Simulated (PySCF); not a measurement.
# Electron correlation in Rh²⁺ (rhodium, charge +2)

[Kr] 4d6 5s1, high-spin 6D determinant (an excited configuration). All numbers are calculated (PySCF 2.14, a scalar-relativistic core potential, in def2-TZVPPD with the def2 core potential (28 electrons) (6s4p3d2f1g, 56 functions)). Frozen: nothing; 15 electrons correlated.

```
  level  correlation energy (mhartree)
   CCSD                        -425.07
    (T)                          -9.58
CCSD(T)                        -434.65
```

Diagnostics: T1 = 0.0056, D1 = 0.0234, largest double amplitude 0.026.

Question: Is a single reference adequate?

Answer: Yes, within this model without spin-orbit coupling: T1 lies below 0.03 and no double amplitude reaches 0.07.

The basis has no tight functions for the innermost shells, so their pair energies are far from complete.

This basis was not built for core-valence correlation, so the inner-shell part is incomplete.
